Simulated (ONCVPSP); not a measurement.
bismuth (Bi), ONCV: configuration errors across variants

```
Element                 : bismuth
Generator               : ONCVPSP 4.0.1
Type                    : optimised norm-conserving Vanderbilt (ONCV)
Functional              : PBE
Relativity              : scalar-relativistic
Frozen core             : [Xe] 4f14 5d10
Valence charge          : 5
Reference configuration : 6s2 6p3
Partial waves           : 6s: rc 1.75 bohr, ncon 5, nbas 10, qcut 3.3 1/bohr, 2 projectors, debl 1.8 Ha; 6p: rc 2.50 bohr, ncon 3, nbas 8, qcut 3.2 1/bohr, 3 projectors, debl 2.6 Ha
Local potential         : polynomial inside 1.75 bohr (lpopt 5, dvloc0 6 Ha)
Core correction         : Teter function, fcfact 1.5, rcfact 1.5
```

All-electron excitation energies from the reference (eV): (1) 6s2 6p2 7.913; (2) 6s2 6p1 23.160; (3) 6s2 6p0 46.504; (4) 6s0 6p5 20.502.

1 further variants failed, have other tests or too few solved ones, and are left out.

A true bound ghost makes a file unfit for plane-wave use even where its test errors are small: the radial tests pick states by their node count and pass the ghost by.

Errors AE − PS in meV (a dash: test not solved or not reliable):

```tsv
change	(1)	(2)	(3)	(4)	bound ghosts	GHOST(+) flags above zero
base	-19	-109	-299	-3.2	none	s
all radii but the core radius scaled by about 1.16 (s 2.04, p 2.90 bohr); local potential polynomial inside 2.04 bohr (lpopt 5, dvloc0 6 Ha)	-22	-129	–	+37	none	none
p: ncon 4, nbas 9	-20	-107	-286	-15	none	s
core correction Teter function, fcfact 1.5, rcfact 1.36	-8.6	-52	-140	+14	none	s
p: rc 1.76	-23	-113	-286	-25	p	s, p
s: qcut 2.2	-19	-108	-297	-13	none	s
s: nproj 3	-19	-109	–	-3.3	s	s
p: qcut 4.7	-19	-101	-264	-53	none	s, p
```

Q: Give the same row for: p: rc 3.6.

A: -25, -164, –, +95; bound ghosts: none; GHOST(+) flags above zero: s.
